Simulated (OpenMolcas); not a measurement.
**Fe5+, Ru5+, Os5+: d3 down the group**

- Program: OpenMolcas
- Method: SS-CASPT2, IPEA 0.25 Eh, imaginary shift 0.1 Eh
- Basis: ANO-RCC-VTZP
- Scalar Hamiltonian: DKH2, point nucleus
- Spin-orbit coupling: RASSI with atomic mean-field integrals over the reference wave functions, term energies averaged over their components

Active space for each ion: 3 electrons in 5 orbitals (d); closed shells correlated by CASPT2: Fe5+ 3s 3p; Ru5+ 4s 4p; Os5+ 5s 5p.

Computed levels in cm-1 above 4F 3/2:

```json
{"Level": "4F 5/2", "Fe5+": "544", "Ru5+": "1426", "Os5+": "6470"}
{"Level": "4F 7/2", "Fe5+": "1275", "Ru5+": "3150", "Os5+": "11610"}
{"Level": "4F 9/2", "Fe5+": "2170", "Ru5+": "5020", "Os5+": "14900"}
{"Level": "4P 1/2", "Fe5+": "19610", "Ru5+": "13810", "Os5+": "17700"}
{"Level": "4P 5/2", "Fe5+": "20460", "Ru5+": "15940", "Os5+": "25510"}
{"Level": "2G 7/2", "Fe5+": "21080", "Ru5+": "15980", "Os5+": "23380"}
{"Level": "2G 9/2", "Fe5+": "21820", "Ru5+": "16980", "Os5+": "37590"}
{"Level": "2P 1/2", "Fe5+": "28870", "Ru5+": "21180", "Os5+": "30440"}
{"Level": "2H 9/2", "Fe5+": "29160", "Ru5+": "22200", "Os5+": "24460"}
{"Level": "weight of 4F in the lowest level (%)", "Fe5+": "100", "Ru5+": "98", "Os5+": "82"}
```

Mixed levels, with the weight of the term that names them: Ru5+ 2G 9/2 (72 %), Os5+ 4F 9/2 (56 %), Os5+ 4P 1/2 (71 %), Os5+ 2G 9/2 (57 %), Os5+ 2P 1/2 (71 %), Os5+ 2H 9/2 (57 %).

Measured, with the error of the calculation in %. Measured levels: Fe5+ from Corliss and Sugar, J. Phys. Chem. Ref. Data 11, 135 (1982); Os5+ from the list in Brasseur, Palmeri and Quinet, Atoms 13, 11 (2025).

```
 Level          Fe5+          Os5+
4F 5/2    511 (+6.4)   6397 (+1.2)
4F 7/2   1188 (+7.3)  11444 (+1.5)
4F 9/2   2001 (+8.3)  14678 (+1.5)
4P 1/2  18738 (+4.7)  16772 (+5.5)
4P 5/2  19611 (+4.3)  24828 (+2.8)
2G 7/2  20616 (+2.3)  22920 (+2.0)
2G 9/2  21315 (+2.4)  37019 (+1.6)
2P 1/2  26496 (+9.0)  28860 (+5.5)
2H 9/2  28724 (+1.5)  24028 (+1.8)
```

The fine-structure level 4F 9/2 changes by a factor of 6.87 from Fe5+ to Os5+.

Without spin-orbit coupling 4P lies 18900, 12170, 11720 cm-1 above 4F in that order; the difference to the level 4P 1/2, of either sign, comes from spin-orbit coupling, which also lowers the zero.

CASPT2 does not keep the components of a term degenerate, so their means are used; among the terms shown or strongly mixed into the levels shown the widest spread is 1100 cm-1 (5d3 2H, Os5+). The CASPT2 spread within a term exceeds the gap to the next term for 3d3 2P and 3d3 2H, so the order of their levels is uncertain (figures for Fe5+; the like holds for Ru5+, Os5+). Computed and measured levels are paired by configuration, term and J; levels that our copy of the source lacks, or whose pairing is in doubt (as where it misses far off the trend of its configuration), stay unpaired and out of the deviations. Only configurations of the active space appear.
